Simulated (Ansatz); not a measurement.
Reaction (formal exchange of groups at the Se–Si bond): `Cl[SiH2][SeH]` + CH₃NH₂ → `NC[SeH]` + `[SiH3]Cl`

Gas-phase electronic energies from Ansatz, PBE0-D4/def2-TZVP geometries. CCSD(T)/CBS is the MP2 limit (def2-TZVPP, def2-QZVPP) plus CCSD(T) − MP2 in def2-TZVPP, frozen cores. This one scheme is used for every species. For Se outer-core shells are correlated without core-valence functions, which leaves a few kJ/mol of doubt a bond. Scalar relativity is left out up to krypton. One conformer a species, not always the lowest.

| species | CCSD(T)/CBS(def2) energy (Eh) |
| --- | --- |
| `Cl[SiH2][SeH]` | -3151.43476 |
| CH₃NH₂ | -95.75281 |
| `NC[SeH]` | -2496.45127 |
| `[SiH3]Cl` | -750.69636 |

Question: Work out ΔE.

Answer: ΔE = (-2496.45127) + (-750.69636) − (-3151.43476) − (-95.75281) = 0.03994 Eh = +25.1 kcal/mol.

Largest T1 diagnostic among the species: 0.009.

Leaving LDA and LC-ωPBE aside and taking each functional with its dispersion term where it has one, the values, not all of them listed here, spread over 2.6 kcal/mol, from BLYP-D4 to r2SCAN0-D4. At CCSD(T), def2-SVP lies −1.5 kcal/mol from the extrapolated value and def2-TZVPP −1.5 kcal/mol. From PBE to PBE0 (25 % exact exchange), in def2-TZVPP and without D4, ΔE moves by +0.9 kcal/mol.
